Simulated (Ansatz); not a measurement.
ZnI2. Charge 0, multiplicity 1. Geometry r2SCAN-D4/def2-TZVP, basis def2-TZVP, Ansatz.

```xyz
3

Zn    0.0000    0.0002    0.0000
I     0.0916   -0.2460    2.3919
I    -0.0916    0.2458   -2.3919
```

```json
{"run": "A", "HOMO (eV)": "-7.84", "LUMO (eV)": "-1.85"}
{"run": "B", "HOMO (eV)": "-8.77", "LUMO (eV)": "-1.04"}
{"run": "C", "HOMO (eV)": "-7.58", "LUMO (eV)": "-2.14"}
{"run": "D", "HOMO (eV)": "-6.72", "LUMO (eV)": "-2.68"}
{"run": "E", "HOMO (eV)": "-10.40", "LUMO (eV)": "0.22"}
{"run": "F", "HOMO (eV)": "-8.04", "LUMO (eV)": "-1.70"}
```

In the def2 sets I takes a core potential; there is no spin–orbit coupling. LC-ωPBE has ω = 0.4 bohr⁻¹. B3LYP takes the VWN-RPA correlation.

**Question.** The runs used B3LYP, BHLYP, LC-ωPBE, PBE, PBE0, r2SCAN0. Estimate which is which.

**Answer.** A PBE0 (25 % exact exchange); B BHLYP (50 % exact exchange); C B3LYP (20 % exact exchange); D PBE (0 % exact exchange); E LC-ωPBE (range-separated); F r2SCAN0 (25 % exact exchange). Exact exchange lowers occupied and raises empty levels; among semilocal functionals meta-GGAs tend to open the gap a little, and such runs are hard to tell apart. The gap grows from 4.04 eV (PBE) to 10.61 eV (LC-ωPBE).
